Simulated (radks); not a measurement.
Q: The mean radii <r> (bohr) of the occupied orbitals of an atom or ion are listed with their occupations. All-electron calculation, scalar-relativistic Kohn-Sham, PBEsol, spin-polarised, spherical densities, finite nucleus; Fermi nuclear charge, rms radius of each element as measured or else 0.836 A^(1/3) + 0.57 fm. Program: a radial shooting solver on a logarithmic mesh with Libxc functionals.

orbital  occ.      <r>
1s up       1  0.02972
1s down     1  0.02972
2s up       1   0.1286
2s down     1   0.1286
2p up       3   0.1122
2p down     3   0.1122
3s up       1   0.3486
3s down     1   0.3485
3p up       3   0.3471
3p down     3   0.3469
3d up       5   0.3240
3d down     5   0.3238
4s up       1   0.8302
4p up       3   0.8890
4p down     3   0.8915
4d up       5    1.030
4d down     3    1.038

Name the element and its charge. Open shells, if any, are filled with parallel spins first.

A: Z = 49, indium, charge +6: In6+ in [Ar] 3d10 4s1 4p6 4d8. The 1s radius gives Z: for a bare nucleus <r> = (2 gamma + 1)/(2Z) with gamma = sqrt(1 - (Z/c)^2), 0.02926 bohr for Z = 49, and screening makes it slightly larger (0.02972 here). The occupations add up to 43, and the charge is Z minus that.
